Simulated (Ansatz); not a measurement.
Compare A (`OC(O)=[CH][SnH3]`) with its isomer B (`C[O][Sn][O]C`).

Isolated molecules relaxed with PBE0-D4/def2-TZVP in Ansatz; ΔE leaves out vibrations. CCSD(T)/CBS adds triple-zeta CCSD(T) − MP2 to the extrapolated MP2 energy (def2 sets, frozen cores). Functionals use def2-TZVPP. B3LYP here is the variant with VWN-RPA as its local correlation; programs differ in this. Elements past krypton have def2 core potentials. For Sn outer-core shells are correlated without core-valence functions, which leaves a few kJ/mol of doubt a bond. Each species was taken in one conformer, which may not be the lowest.

A:

Z-matrix (Å, degrees):
```
Sn
C 1 2.092
H 1 1.726 2 105.5
H 1 1.707 2 112.7 3 -118.0
H 1 1.707 2 112.7 3 118.0
C 2 1.338 1 123.7 3 -0.2
H 2 1.082 1 120.4 3 179.9
O 6 1.339 2 122.6 1 -180.0
O 6 1.348 2 127.3 1 0.0
H 8 0.964 6 108.1 2 -180.0
H 9 0.967 6 109.6 2 0.0
```

B:

Z-matrix (Å, degrees):
```
C
O 1 1.400
H 1 1.097 2 111.2
H 1 1.096 2 112.9 3 -121.4
H 1 1.096 2 109.3 3 118.7
Sn 2 1.975 1 135.1 3 93.1
O 6 1.974 2 103.0 1 -10.8
C 7 1.400 6 135.1 2 -10.8
H 8 1.097 7 111.2 6 93.3
H 8 1.096 7 112.9 6 -28.1
H 8 1.096 7 109.3 6 -148.0
```

Problem. Which isomer does CCSD(T)/CBS put lower? Give the gap. (Best estimate.)

Solution. Computed: B, by 188.8 kJ/mol.

Problem. Give E(B) − E(A) in kJ/mol with MP2/def2-TZVPP, ωB97M-V, B3LYP-D4, PBE0-D4, r2SCAN-D4, CCSD(T)/def2-TZVPP, B2PLYP. (An estimate is asked.)

Solution. The calculation gave: MP2/def2-TZVPP -184.9, ωB97M-V -173.6, B3LYP-D4 -206.8, PBE0-D4 -169.8, r2SCAN-D4 -178.1, CCSD(T)/def2-TZVPP -169.9, B2PLYP -201.2. None reverses the order clearly.

Largest T1 diagnostic: 0.017.

From PBE to PBE0 (25 % exact exchange), in def2-TZVPP and without D4, E(B) − E(A) moves by +16.1 kJ/mol.
